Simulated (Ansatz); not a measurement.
`N=C1[SiH2]N[AsH]1`, relaxed with RKS PBE0-D4/def2-TZVP in the Gaussian-basis code of Ansatz from a PBE-D4/def2-SVP geometry. The force threshold is 0.005 eV/Å; the program also tests the step.

The species carries charge 0 and has multiplicity 1.

Start:

```xyz
10

N     1.975    0.681    0.880
C     0.815    0.333    0.510
Si   -0.055    0.263   -1.199
N    -1.507   -0.106   -0.300
As   -0.902   -0.334    1.473
H     2.124    0.594    1.904
H    -0.103    1.522   -2.030
H     0.509   -0.835   -2.073
H    -2.468   -0.305   -0.576
H    -0.387   -1.813    1.411
```

| step | energy (eV) | largest force (eV/Å) | largest move (Å) |
| --- | --- | --- | --- |
| 1 | -72803.3173 | 0.760 | 0.000 |
| 2 | -72803.3746 | 0.355 | 0.045 |
| 3 | -72803.3789 | 0.166 | 0.026 |
| 4 | -72803.3802 | 0.100 | 0.033 |
| 5 | -72803.3817 | 0.059 | 0.013 |
| 6 | -72803.3818 | 0.033 | 0.002 |
| 7 | -72803.3819 | 0.014 | 0.004 |
| 8 | -72803.3819 | 0.014 | 0.003 |
| 9 | -72803.3819 | 0.014 | 0.006 |
| 10 | -72803.3819 | 0.007 | 0.005 |
| 11 | -72803.3820 | 0.010 | 0.004 |
| 12 (rejected) | -72803.3820 | 0.016 | 0.012 |
| 13 | -72803.3820 | 0.012 | 0.006 |
| 14 | -72803.3820 | 0.007 | 0.013 |
| 15 | -72803.3820 | 0.005 | 0.001 |

End:

```xyz
10

N     1.950    0.677    0.883
C     0.810    0.325    0.501
Si   -0.054    0.250   -1.189
N    -1.476   -0.132   -0.304
As   -0.869   -0.327    1.447
H     2.090    0.600    1.893
H    -0.113    1.500   -1.996
H     0.490   -0.830   -2.062
H    -2.435   -0.272   -0.562
H    -0.392   -1.793    1.390
```

Hardware: 4 threads of an Intel Xeon Platinum 8259CL on a shared host. Wall time 65 s, peak host memory 0.67 GiB.
